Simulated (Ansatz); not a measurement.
Total energies of Si₂W₂ (the lowest singlet isomer of a short search) from Ansatz at r2SCAN-D4/def2-TZVP, gas phase (1 Eh = 27.2114 eV = 2625.5 kJ/mol). The reference geometry is relaxed at PBE0-D4/def2-SVP.

| atom | x (Å) | y (Å) | z (Å) |
| --- | --- | --- | --- |
| W1 | 0.162 | -1.262 | -0.042 |
| W2 | -0.218 | 0.559 | 1.123 |
| Si3 | 1.706 | 0.560 | -0.318 |
| Si4 | -1.650 | 0.143 | -0.762 |

```
           state                     geometry  energy (Eh)
charge 0 singlet                    reference   -713.12468
charge 1 doublet                    reference   -712.85261
charge 0 triplet  relaxed at PBE0-D4/def2-SVP   -713.10220
charge 0 quintet  relaxed at PBE0-D4/def2-SVP   -713.06399
```

In the def2 sets W takes a core potential; there is no spin–orbit coupling.

Question: Work out the vertical ionisation energy to the doublet.

Answer: E(charge 1 doublet) − E(charge 0 singlet) = -712.85261 − (-713.12468) = 0.27207 Eh = 7.40 eV. For comparison, −ε of the highest occupied level is 5.16 eV at this level, 2.24 eV less.

Question: Which of the charge 0 states is lowest, and how far above it are the others?

Answer: The singlet. triplet: -713.10220 − (-713.12468) = 0.02248 Eh = 59.0 kJ/mol; quintet: -713.06399 − (-713.12468) = 0.06069 Eh = 159.3 kJ/mol. The triplet differs in its bonds from the reference. The quintet differs in its bonds from the reference.

At r2SCAN-D4/def2-TZVP the charge 1 doublet is spin-contaminated (final ⟨S²⟩ up to 0.84, 0.75 for a pure state). At r2SCAN-D4/def2-TZVP the charge 0 quintet is spin-contaminated (final ⟨S²⟩ up to 6.24, 6.00 for a pure state). 

The structure comes from a short search, and lower isomers may exist.
